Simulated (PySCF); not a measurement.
Species: C3H9BN2.
Structure used (PBE0-D3(BJ)/def2-SVP), in Å, numbered top down from 1:
```xyz
15
C3H9BN2 angstrom
N      1.500   -1.100    0.589
B      0.977    0.009   -0.119
N      1.762    1.157   -0.393
C     -0.525   -0.020   -0.616
C     -1.595    0.714    0.157
C     -1.596   -0.782    0.115
H      0.966   -1.948    0.701
H      2.441   -1.158    0.950
H      1.363    1.980   -0.820
H      2.729    1.266   -0.126
H     -0.652    0.021   -1.706
H     -2.373    1.246   -0.398
H     -1.309    1.203    1.094
H     -2.379   -1.279   -0.466
H     -1.319   -1.316    1.030
```

Computed with core-valence-separated Tamm–Dancoff BHandHLYP/aug-pcX-1 (pcseg-1 on H) in PySCF, non-relativistic, gas phase, PBE0-D3(BJ)/def2-SVP geometry. No shift to experiment was applied.

The lowest roots of each edge with f over 0.003 (five at most, numbered afresh; weaker and dark ones are left out), with transition dipoles (au) in the frame of the coordinates:

```csv
root,edge,E (eV),μx,μy,μz
1,C,285.02,-0.0001,-0.0004,-0.0438
2,C,285.50,-0.0147,-0.0327,0.0030
3,C,285.53,-0.0176,0.0250,-0.0042
4,C,285.69,-0.0009,-0.0202,-0.0076
5,C,285.86,0.0280,0.0003,0.0394
6,N,398.85,0.0209,0.0217,-0.0017
7,N,398.90,-0.0191,0.0208,-0.0125
8,N,399.77,0.0374,-0.0253,0.0262
9,N,399.85,-0.0338,-0.0341,-0.0224
10,N,399.95,0.0322,-0.0066,-0.0405
11,B,188.52,0.0406,-0.0555,-0.1190
12,B,191.83,-0.0167,-0.0233,-0.0072
```

Problem. What are the oscillator strengths?

Solution. f = (2/3) ΔE |μ|², with ΔE in hartree (27.2114 eV):

```tsv
root	ΔE (Eh)	|μ|² (au)	f	core hole on
1	10.4744	0.001919	0.013	C4
2	10.4919	0.001294	0.009	C5/C6
3	10.4929	0.000952	0.007	C5/C6
4	10.4988	0.000467	0.003	C4
5	10.5052	0.002336	0.016	C6
6	14.6573	0.000911	0.009	N3
7	14.6593	0.000954	0.009	N1
8	14.6914	0.002725	0.027	N3
9	14.6941	0.002807	0.028	N1
10	14.6977	0.002721	0.027	N1
11	6.9279	0.018890	0.087	B2
12	7.0495	0.000874	0.004	B2
```

Problem. Molecules are fixed in this frame and the field points along (1, 0, −1)/√2. What effective strengths 3 f cos²θ do the roots have (θ between field and μ)?

Solution. root 1 (C4): 0.020, root 2 (C5/C6): 0.003, root 3 (C5/C6): 0.002, root 4 (C4): 0.000, root 5 (C6): 0.001, root 6 (N3): 0.007, root 7 (N1): 0.001, root 8 (N3): 0.002, root 9 (N1): 0.002, root 10 (N1): 0.078, root 11 (B2): 0.177, root 12 (B2): 0.001. Root 11 is the strongest. Averaged over all orientations cos²θ is 1/3, which gives f back.

On Arm Neoverse V2, one thread, on a shared host, this took 17 s wall and 0.92 GiB of memory at its peak.

One conformer stands for the species.
